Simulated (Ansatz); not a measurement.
The same ligand exchange along the group B, Al, Ga, In.

Gas-phase electronic energies from Ansatz, PBE0-D4/def2-TZVP geometries. CBS: MP2 limit from def2 TZ/QZ plus the TZ coupled-cluster correction, frozen cores. This one scheme is used for every species. Functionals use def2-TZVPP. Elements past krypton have def2 core potentials. For Ga, In outer-core shells are correlated without core-valence functions, which leaves a few kJ/mol of doubt a bond. Scalar relativity is left out up to krypton. One conformer a species, not always the lowest.

```csv
reaction,ωB97X-V (kcal/mol),CCSD(T)/CBS(def2) (kcal/mol)
`C=CB(Cl)Cl` + H–F → `FB(Cl)Cl` + ethylene,-26.2,-23.6
`C=[CH][Al]([Cl])[Cl]` + H–F → `[F][Al]([Cl])[Cl]` + ethylene,-38.4,-37.9
`C=[CH][Ga]([Cl])[Cl]` + H–F → `[F][Ga]([Cl])[Cl]` + ethylene,-16.7,-13.0
`C=[CH][In]([Cl])[Cl]` + H–F → `[F][In]([Cl])[Cl]` + ethylene,-12.6,-9.8
```

Largest T1 diagnostic: 0.014, for `[F][In]([Cl])[Cl]`.
